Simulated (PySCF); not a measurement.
BrGe, SMILES [Ge][Br] (connectivity only; charge and spin as stated), neutral, multiplicity 2. Atoms are numbered in the order given.

```xyz
2

Ge     0.0000     0.0000    -1.2153
Br     0.0000     0.0000     1.1112
```
Charge 0, spin multiplicity 2.

The structure is a stationary point at PBE0-D3(BJ)/def2-TZVP.

Level of theory: PySCF with ωB97X/def2-TZVPD.

Mulliken values depend strongly on the basis, most of all with diffuse functions as here. ESP charges are fitted to the potential on shells at 1.4 to 2.0 van der Waals radii. Atomic charges (e):

```json
[
 {"atom": "Ge1", "meta-Löwdin": "___", "Mulliken": "0.27", "ESP fit": "0.15", "Mulliken spin": "0.95"},
 {"atom": "Br2", "meta-Löwdin": "___", "Mulliken": "-0.27", "ESP fit": "-0.15", "Mulliken spin": "0.05"}
]
```

What belongs in the gaps? (An estimate is asked for; the answer gives what the named calculation found.)


- Ge1, meta-Löwdin: 0.24
- Br2, meta-Löwdin: -0.24
